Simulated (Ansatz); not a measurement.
Consider the cleavage of the B–Si bond: `CB([SiH3])CF` + H₂S → `CB(S)CF` + SiH₄.

Calculated with Ansatz (gas phase, PBE0-D4/def2-TZVP geometries, no zero-point term in ΔE). CCSD(T)/CBS adds triple-zeta CCSD(T) − MP2 to the extrapolated MP2 energy (def2 sets, frozen cores). This one scheme is used for every species. DFT in def2-TZVPP. Each species was taken in one conformer, which may not be the lowest.

Task: Is it downhill or uphill in electronic energy at CCSD(T)/CBS, and by how much? (An estimate is asked.)

Result: Computed: Downhill: ΔE = -108.9 kJ/mol.

Task: What do these levels give: ωB97X-V, PBE, r2SCAN, HF/def2-TZVPP, SCS-MP2/def2-QZVPP, MP2/CBS(def2)? (Best estimate.)

Result: The calculation gave: ωB97X-V -107.2, PBE -105.2, r2SCAN -110.9, HF/def2-TZVPP -111.0, SCS-MP2/def2-QZVPP -115.2, MP2/CBS(def2) -117.5 kJ/mol.

Largest T1 diagnostic among the species: 0.012.
